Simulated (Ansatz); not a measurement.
C2H4GeN (`[CH3][GeH][C]#N`) radical, relaxed with UKS PBE0-D4/def2-TZVP in the Gaussian-basis code of Ansatz from a PBE-D4/def2-SVP geometry. The force threshold is 0.005 eV/Å; the program also tests the step.

Charge 0, multiplicity 2.

Start:

```xyz
8

C     0.361   -1.049    0.574
Ge   -0.871    0.439    0.189
C    -0.329    1.280   -1.465
N    -0.065    1.750   -2.511
H     0.069   -1.538    1.521
H     0.332   -1.790   -0.247
H     1.392   -0.650    0.667
H    -0.889    1.557    1.273
```

(1) By how much does the energy fall, and how many steps does the optimiser take? (Best estimate.)

(2) Which bonds change most? (An estimate is asked.)

(3) Give the relaxed structure. (An estimate is asked.)

Answers

(1) Computed: 4.92 kJ/mol, in 3 steps.

(2) Ansatz gave: C3–N4 from 1.177 to 1.154 Å; C1–Ge2 from 1.970 to 1.950 Å; C1–H7 from 1.110 to 1.092 Å; Ge2–H8 from 1.558 to 1.540 Å.

(3) The calculation gave: 
```xyz
8

C     0.359   -1.038    0.568
Ge   -0.861    0.437    0.194
C    -0.323    1.267   -1.454
N    -0.066    1.722   -2.483
H     0.071   -1.529    1.497
H     0.330   -1.759   -0.248
H     1.373   -0.646    0.665
H    -0.883    1.547    1.261
```
